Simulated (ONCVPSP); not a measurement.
## What the settings do to the ONCV potential of Hf

Base potential:

hafnium (Hf), optimised norm-conserving Vanderbilt (ONCV), made with ONCVPSP 4.0.1 (PW91, scalar-relativistic). Core [Kr] 4d10 4f14, reference 5s2 5p6 5d2 6s2. Waves: 5s+6s: rc 2.10 bohr, ncon 5, nbas 9, qcut 5.7 1/bohr, 3 projectors, debl 3.6 Ha; 5p: rc 1.60 bohr, ncon 4, nbas 9, qcut 10.7 1/bohr, 2 projectors, debl 1.9 Ha; 5d: rc 3.05 bohr, ncon 3, nbas 6, qcut 6 1/bohr, 1 projector. Local part: polynomial inside 1.40 bohr (lpopt 4, dvloc0 0 Ha). Core correction: Teter function fitted to the true core (icmod 2), fcfact 0.35.

All-electron outer shells of the reference configuration (PW91, scalar-relativistic, ld1.x):

```json
{"shell": "5s", "level (eV)": "-67.07", "outermost node (bohr)": "0.55", "outermost maximum (bohr)": "1.01"}
{"shell": "5p", "level (eV)": "-35.62", "outermost node (bohr)": "0.60", "outermost maximum (bohr)": "1.16"}
{"shell": "4f", "level (eV)": "-16.89", "outermost node (bohr)": "–", "outermost maximum (bohr)": "0.45"}
{"shell": "6s", "level (eV)": "-5.16", "outermost node (bohr)": "1.37", "outermost maximum (bohr)": "2.89"}
{"shell": "5d", "level (eV)": "-2.74", "outermost node (bohr)": "0.67", "outermost maximum (bohr)": "1.69"}
```

Cutoffs, loose and tight: the cutoffs (Ha) at which the residual kinetic energy of the hardest occupied pseudo-wave falls to 1 and 0.1 mHa per electron. They do not see the model core or the augmentation charge, which bear on the density cutoff. Test errors are all-electron minus pseudo excitation energies from the reference, over the configurations 5s2 5p6 5d2 6s1; 5s2 5p6 5d2 6s0; 5s2 5p6 5d1 6s0; 5s2 5p6 5d3 6s1. A dash means not determined; rows that change the core or the reference have their own tests. The largest error is taken over the tests solved by every variant that gives reliable tests at all: 5s2 5p6 5d2 6s0; 5s2 5p6 5d2 6s1; 5s2 5p6 5d3 6s1.

```csv
change,outcome,"cutoff, loose","cutoff, tight",bound ghosts,GHOST(+) flags above zero,largest test error (meV)
base,generated,31 Ha,37 Ha,none,s,-2.4
"s: ncon 4, nbas 8",generated,31 Ha,37 Ha,none,s,-3.4
d: nbas 8,generated,31 Ha,37 Ha,none,s,-3.1
```

(1) What comes out with this change to the base: d: qcut 4.2?

Results:

(1) outcome: generated; cutoff, loose: 31 Ha; cutoff, tight: 37 Ha; bound ghosts: none; GHOST(+) flags above zero: s, d; largest test error (meV): -16.
